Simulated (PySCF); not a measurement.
HgBr, SMILES [Br][Hg+], charge +1.

Geometry: PBE0-D3(BJ)/def2-TZVP. The multiplicity is an assumed one; other spin states were not compared. The def2 effective core potentials stand for the cores of Hg; spin–orbit coupling is left out.

Level of theory: PySCF with TDDFT-CAM-B3LYP/def2-TZVPD.

Vertical excitations; the highest root listed may be one member of a degenerate set. Gas-phase values at a fixed geometry. State labels are in the subgroup C2v.

Computed excitation energies, oscillator strengths and character:
```tsv
state	symmetry	energy (eV)	λ (nm)	f	main pairs
S1	B2	1.82	681	0.002	HOMO→LUMO (degenerate set)
S2	B1	1.82	681	0.002	HOMO−1→LUMO (degenerate set)
S3	A1	4.73	262	0.193	HOMO−2→LUMO 88 %
S4	A1	6.96	178	0.000	HOMO−3→LUMO (degenerate set)
S5	A2	6.96	178	0.000	HOMO−4→LUMO (degenerate set)
S6	A2	7.00	177	0.000	HOMO−1→LUMO+2 49 %, HOMO→LUMO+1 49 %
S7	A2	7.05	176	0.000	HOMO→LUMO+1, HOMO−1→LUMO+2, HOMO−4→LUMO (degenerate set)
S8	A1	7.05	176	0.000	HOMO−1→LUMO+1, HOMO→LUMO+2, HOMO−3→LUMO (degenerate set)
S9	A1	7.49	165	0.071	HOMO→LUMO+2 34 %, HOMO−1→LUMO+1 34 %, HOMO−7→LUMO 31 %
S10	B1	7.55	164	0.002	HOMO−6→LUMO 98 %
T1	B1	1.30	955	0	HOMO−1→LUMO (degenerate set)
T2	B2	1.30	955	0	HOMO→LUMO (degenerate set)
T3	A1	2.96	419	0	HOMO−2→LUMO 99 %
T4	A1	6.62	187	0	HOMO−3→LUMO 96 %
```
Triplets are in the Tamm–Dancoff approximation, which puts them higher than full response would, so one can lie above its singlet here.
